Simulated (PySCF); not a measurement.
**Vanadium: a sound run and one with changed settings**

Sound run: V⁺ [Ar] 3d4, V²⁺ [Ar] 3d3. Calculation: PySCF 2.14, in Sapporo-DKH3-DZP-2012 (6s5p3d1f, 43 functions); scalar relativity by spin-free X2C-1e. In the sound run the correlated levels freeze [Ar]. The sound run starts from symmetry-adapted Hartree-Fock orbitals and uses a fine grid where one is needed.

Changed run: the non-relativistic Hamiltonian (point nucleus). This setting is unsound on purpose.

```tsv
species	method	sound run (hartree)	changed run (hartree)	converged
V⁺	UHF	-947.89436	-940.61017	yes
V⁺	BP86	-949.04916	-941.77007	yes
V⁺	PBE0	-948.72101	-941.44104	yes
V⁺	MP2	-947.93147	-940.64673	yes
V²⁺	UHF	-947.40902	-940.11899	yes
V²⁺	BP86	-948.48594	-941.20191	yes
V²⁺	PBE0	-948.17036	-940.88494	yes
V²⁺	MP2	-947.42157	-940.13133	yes
```

Ionisation energy of V⁺:

```json
{"method": "UHF", "sound run (eV)": "13.207", "changed run (eV)": "13.366"}
{"method": "BP86", "sound run (eV)": "15.326", "changed run (eV)": "15.460"}
{"method": "PBE0", "sound run (eV)": "14.984", "changed run (eV)": "15.132"}
{"method": "MP2", "sound run (eV)": "13.875", "changed run (eV)": "14.025"}
{"method": "SCS-MP2", "sound run (eV)": "13.429", "changed run (eV)": "13.585"}
```

Most of the change in total energy is the relativistic energy itself. On top of that the contraction fixes the core shape for the Hamiltonian it was made with, so the changed run is not a good calculation with the other Hamiltonian either.

For comparison, NIST gives 14.634 ± 0.007 eV between the lowest levels.
